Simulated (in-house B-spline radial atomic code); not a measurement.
The numbers below are computed, except where a source is named.
# Quantum size effects in thin Mg films (stabilised jellium)

The positive ions are smeared into a uniform slab; the electrons are solved self-consistently in the LDA (PW92) on a fine grid across the film. Stabilised jellium adds, inside the slab, the constant potential −n de/dn that makes the bulk stable at the metal's density. No lattice, so no dependence on crystal face. Atomic units unless named. The table is for the stabilised model.

Mg: 2 valence electrons per atom, density 1.74 g/cm³, mass 24.3 u, so r_s = 2.65 bohr.

```tsv
thickness (nm)	in Fermi wavelengths	filled subbands	work function (eV)	surface energy (J/m²)
0.574	1.249	3	3.971	0.551
0.631	1.375	3	3.890	0.517
0.688	1.500	3	3.655	0.512
0.746	1.625	4	3.793	0.549
0.803	1.750	4	3.917	0.544
0.861	1.875	4	3.866	0.521
0.918	2.000	4	3.708	0.518
0.976	2.125	5	3.794	0.544
1.033	2.250	5	3.887	0.540
1.091	2.376	5	3.852	0.524
1.148	2.500	5	3.737	0.522
1.205	2.625	6	3.794	0.541
1.263	2.750	6	3.867	0.537
```

Task: At what steps in thickness do new subbands fill, and why?

Result: λ_F = 2π/k_F = 8.676 bohr = 0.459 nm. New subbands appear by 1.625, 2.125, 2.625 λ_F, each within the grid step of 1/8 λ_F; the true step is half a wavelength (0.230 nm), since a level crosses E_F each time one more half wave at k_F fits across the film.

Task: How large is the oscillation of the work function here?

Result: It runs from 3.655 to 3.971 eV over the table, 0.32 eV within the first four rows and 0.13 eV within the last four, about a thick-film value of 3.81 eV. The grid can skip the cusp where a subband opens, so the true swing can be larger; measurement on the bulk metal gives 3.66 eV.

Task: The film of 13.01 bohr has subband bottoms at -10.276, -8.705, -6.251 eV, measured from the vacuum level. Show that these levels and neutrality give the work function in the table.

Result: Each subband holds (E_F − ε_j)/π electrons per bohr², spin included. Neutrality needs n L = 0.012828 × 13.01 = 0.16690, and π n L × 27.2114 = 14.268 eV. So E_F = (π n L + Σ ε_j)/3 = (14.268 + (-25.232))/3 = -3.655 eV, and the work function is 3.655 eV.
